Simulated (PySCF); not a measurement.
CaCl, SMILES [Cl][Ca+], charge +1. Atoms are numbered in the order given.

```xyz
2

Ca     0.0000     0.0000    -1.0648
Cl     0.0000     0.0000     1.2527
```
Charge +1, spin multiplicity 1.

Coordinates come from a PBE0-D3(BJ)/def2-TZVPD optimisation. The multiplicity is an assumed one; other spin states were not compared.

The numbers are results of PBE0-D3(BJ)/def2-TZVPD (PySCF), not measurements.

Frequencies are harmonic and unscaled.

| mode | ν (cm⁻¹) | IR (km/mol) | moving atoms (share of kinetic energy) |
|---|---|---|---|
| 1 | 454 | 108.1 | Cl 53 %, Ca 47 % |
